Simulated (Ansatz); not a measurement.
Species: CH3B3, SMILES `B=C=BB` (C–B–B–H torsion 46°) (charge 0, multiplicity 1).

Q: Give a relaxed geometry from PBE0-D3(BJ)/def2-TZVP (Ansatz, a quantum-chemistry and plane-wave program).

A: One answer among several that fit: the end point of this relaxation, one of several conformers (outside a Z-matrix the atoms follow the SMILES, hydrogens last).
Cartesian coordinates (Å) in one orientation:
```xyz
7

B      2.465    -0.006    -0.008
C      1.107    -0.003    -0.003
B     -0.258     0.000     0.001
B     -1.906     0.005     0.006
H      3.638    -0.008    -0.012
H     -2.520     1.023     0.122
H     -2.525    -1.011    -0.107
```
